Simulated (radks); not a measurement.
Effect of the nuclear size on neutral promethium, [Xe] 4f5 6s2. Method: Dirac Kohn-Sham, PBE, spin-unpolarised, spherical densities, finite nucleus; open shells are shared between the two j in proportion to 2j + 1; Fermi nuclear charge, rms radius 4.962 fm; computed with a radial shooting solver on a logarithmic mesh with Libxc functionals. The rms radius is varied about that value; shifts are against it.

rms radius (fm)  total energy shift (eV)  density at nucleus (e/bohr^3)  1s1/2 shift (meV)  2s1/2 shift (meV)  5s1/2 shift (meV)  5p1/2 shift (meV)  6s1/2 shift (meV)  4f7/2 shift (meV)  6p1/2 (empty) shift (meV)
4.1036                             -4.65                      5.148e+05              -1920               -241              -1.74              0.250             -0.074              0.380                      0.078
4.575                              -2.18                       5.02e+05               -902               -113             -0.815              0.117             -0.035              0.178                      0.037
4.962                                  0                      4.927e+05              0.000              0.000              0.000              0.000              0.000              0.000                      0.000
5.3838                              2.53                      4.835e+05               1050                131              0.946             -0.136              0.040             -0.207                     -0.042
5.7212                              4.67                      4.768e+05               1930                242               1.75             -0.251              0.074             -0.382                     -0.078

Slopes of the eigenvalues against <r^2> in GHz/fm^2, as finite differences over the two radii next to the reference (eigenvalue slopes, not the field-shift constants of lines): 1s1/2 58500, 2s1/2 7340, 5s1/2 52.9, 5p1/2 -7.61, 6s1/2 2.25, 4f7/2 -11.6, 6p1/2 (empty) -2.37.
